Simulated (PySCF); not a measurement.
**B+: excitation energy**

B+ [He] 2s2 (1S) → B+ [He] 2p2 (3P), as a difference of total energies. All numbers are calculated (PySCF 2.14, scalar relativity by spin-free X2C-1e, in ANO-RCC-VTZP). Correlated levels: valence: 1s2 frozen. The calculations carry no spin-orbit coupling.

```
           method  excitation energy (cm⁻¹)  error (cm⁻¹)
              UHF                     88514        -10412
    MP2 (valence)                     94976         -3950
SCS-MP2 (valence)                     97491         -1435
   CCSD (valence)                     99851          +924
```

Reference: 98926 cm⁻¹ (measured; NIST levels, between the centres of gravity of the two terms).

Errors of the correlated levels include the incompleteness of this basis and the frozen core.

The basis was made for the ground configuration and has no added diffuse functions, so the excitation energy can come out too high.

With two correlated electrons CCSD is exact in that space.

The coupled-cluster amplitudes are large for the lower state (T1 above 0.03 or a double amplitude above 0.15), so a single reference is strained.
